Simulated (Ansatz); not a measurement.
Species: ReO3, net charge 1, singlet state. 
Structure (B3LYP-D3(BJ)/def2-TZVP (Ansatz, an electronic-structure program) minimum search):
```
Re
O 1 1.6845
O 1 1.6845 2 105.89
O 1 1.6845 2 105.89 3 -112.16
```
Charge +1, spin multiplicity 1.

Total electronic energies in hartree. Valence correlation only, unless marked. Spin-orbit coupling is left out. The frozen core is the preceding noble-gas configuration, with the filled d and f shells of earlier blocks. Past Kr the def2 sets carry scalar-relativistic core potentials. CBS marks a two-point X^-3 extrapolation of the correlation energy; Hartree-Fock from the larger set. The bracket is a focal-point correction in the basis named.

The Hartree-Fock reference is unstable (checked in the largest basis), which strains HF and MP2. The T1 diagnostic of CCSD in the largest basis is 0.035, which is high, so the coupled-cluster rows are less sure than usual.

| level | program | energy (Eh) |
|---|---|---|
| HF/def2-TZVPPD | Ansatz | -301.79808 |
| BLYP/def2-TZVPD | Ansatz | -303.77413 |
| r2SCAN-D4/def2-TZVPD | Ansatz + dftd4 | [?] |
| B97M-V/def2-TZVPD | Ansatz | -303.69165 |
| LC-wPBE-D4/def2-TZVPD | Ansatz + dftd4 | -303.59836 |
| LC-wPBE/def2-TZVPD | Ansatz | -303.59511 |
| B2GP-PLYP/def2-TZVPD | Ansatz | -303.34362 |
| MP2/def2-SVPD | Ansatz | -302.46554 |
| MP2/def2-TZVPPD | Ansatz | -302.92705 |
| RI-MP2/def2-TZVPP | Ansatz | -302.92165 |
| RI-MP2/def2-TZVPPD | Ansatz | -302.92692 |
| RI-MP2/CBS(def2-TZVPP,def2-QZVPP) | Ansatz | -303.0432 |
| CCSD/def2-TZVPP | Ansatz | -302.79413 |
| RI-MP2/CBS(def2-TZVPP,def2-QZVPP)+[CCSD(T)-MP2]/def2-TZVPP | Ansatz | -302.9968 |
| RI-MP2/CBS(def2-TZVPPD,def2-QZVPPD)+[CCSD(T)-MP2]/def2-TZVPPD | Ansatz | -302.9962 |

Question: What belongs in the gaps?

Answer: 
- r2SCAN-D4/def2-TZVPD, energy (Eh): -303.71361
